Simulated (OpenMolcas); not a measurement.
Cu2+ with 6 ligands (chloride) in octahedral coordination (Oh) at 2.49 Å. A charge of +0.667 e stands 2.6 Å behind each ligand. Ligand basis ANO-RCC-VDZP.

| Property | Result |
| --- | --- |
| Program | OpenMolcas 26.06 |
| Method | SS-CASPT2, IPEA 0.25 Eh, imaginary shift 0.1 Eh (closed shells correlated: 3s 3p and the ligand valence shells) |
| Basis | ANO-RCC-VDZP [5s4p2d1f] |
| Scalar Hamiltonian | DKH2, point nucleus |
| Active space | 9 electrons in 5 orbitals (3d) |
| State averaging | 2S+1 = 2 even, 5 roots |
| Spin-orbit coupling | state interaction with AMFI integrals over the reference wave functions |

**Question.** What is the spin-free ground state (labels of O, the rotations of Oh)?

**Answer.** 2E, 2-fold in its orbital part, 100 % from free-ion D terms; it has the highest spin that d9 allows.

**Question.** Where is the first state of the same spin?

**Answer.** 2T2 at 4660 cm-1 above the ground state.

**Question.** What are the lowest two levels with spin-orbit coupling?

**Answer.** A 4-fold level Γ8, then a 2-fold level Γ7 4020 cm-1 above it. Their leading multiplicities are 2 (100 %) and 2 (100 %).

**Question.** What is χT at 300 K, and how does it compare with the textbook value?

**Answer.** The lowest level has 2S+1 = 2, for which the spin-only value is χT = S(S+1) / 2 = 0.375 cm3 K/mol (g = 2). The computed 0.680 at 300 K differs by +0.305, through orbital momentum, spin-orbit coupling and any other state in reach.

**Question.** Which ligand-field parameters describe the states?

**Answer.** The gap between the two states is 10Dq = 4659 cm-1. 

Over all roots computed the reference weight is 0.67; a low but even weight reflects the number of correlated electrons. An orbital doublet at a regular site is open to a Jahn-Teller distortion, which this geometry leaves out. A single d shell leaves out the double-shell effect, which counts most for late 3d ions, where the CASPT2 field can be off either way by tens of per cent. Ligand-to-metal charge-transfer states are missing. With one d shell and no ligand orbital active, 10Dq can be off by tens of per cent for divalent 3d ions, low with halides held by bare charges and at times high in hosts, and the orbital part of g and χT goes as 1/10Dq. Free-ion shares, where given, are those of the reference states; single-state CASPT2 does not remix them. No measured value stands beside these numbers; the geometry was imposed, not optimised, and the real ion may take another.
